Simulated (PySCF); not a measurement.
## Two-component Hartree-Fock for Zr⁺ (zirconium, charge +1)

Start: [Kr] 4d1 5s1 6s1; 4d5/2 filled at m_j = +5/2; 5s1/2 filled at m_j = +1/2; 6s1/2 filled at m_j = +1/2. Calculated with PySCF 2.14 in x2c-TZVPall-2c with one added diffuse shell each of s, p, d type (9s10p8d1f, 86 functions): generalised Hartree-Fock with the X2C-1e Hamiltonian and a Gaussian nucleus; one run each with spin-orbit coupling (SO) switched off, then screened by Boettger's factors. This is a chosen level, not necessarily the ground level.

| spinor shell | electrons | ε, spin-free (eV) | ε, screened SO (eV) | weight of nominal j (screened SO) | rms radius, screened SO (bohr) |
| --- | --- | --- | --- | --- | --- |
| 1s1/2 | 2 | -18112.3 | -18111.5 | 1.000 | 0.0426 |
| 2s1/2 | 2 | -2594.2 | -2594.0 | 1.000 | 0.176 |
| 2p1/2 | 2 | -2308.8 | -2367.9 | 1.000 | 0.154 |
| 2p3/2 | 4 | -2308.8 | -2280.9 | 1.000 | 0.158 |
| 3s1/2 | 2 | -468.51 | -468.48 | 1.000 | 0.488 |
| 3p1/2 | 2 | -372.79 | -382.65 | 1.000 | 0.489 |
| 3p3/2 | 4 | -372.79 | -368.17 | 1.000 | 0.499 |
| 3d3/2 | 4 | -215.55 | -217.03 | 0.998 | 0.493 |
| 3d5/2 | 6 | -215.55 | -214.57 | 0.999 | 0.497 |
| 4s1/2 | 2 | -82.139 | -82.151 | 1.000 | 1.29 |
| 4p3/2 | 4 | -54.227 | -53.736 | 0.960 | 1.46 |
| 4p1/2 | 2 | -54.227 | -55.336 | 0.920 | 1.43 |
| 4d5/2 | 1 | -21.226 | -21.163 | 1.000 | 2.10 |
| 5s1/2 | 1 | -16.266 | -16.272 | 1.000 | 3.42 |
| 6s1/2 | 1 | -5.769 | -5.770 | 0.998 | 7.75 |

```
   quantity    spin-free  screened SO
E (hartree)  -3595.48994  -3595.83469
        M_J          7/2          7/2
       ⟨J²⟩       15.767       15.767
       ⟨L²⟩        6.016        6.023
       ⟨S²⟩        3.751        3.759
```

Each row is a mean over spinors that exchange with the open shell spreads, by up to 3.719 eV (4p3/2).

Breit and QED terms are absent; they matter most for the inner s and p1/2 levels.

Densities and radii are taken from the X2C orbitals without a picture-change correction, which distorts them close to the nucleus.

Without spin-orbit coupling the j labels of p, d and f shells carry no meaning; the spin-free column gives the mean over the occupied spinors of each nl shell.
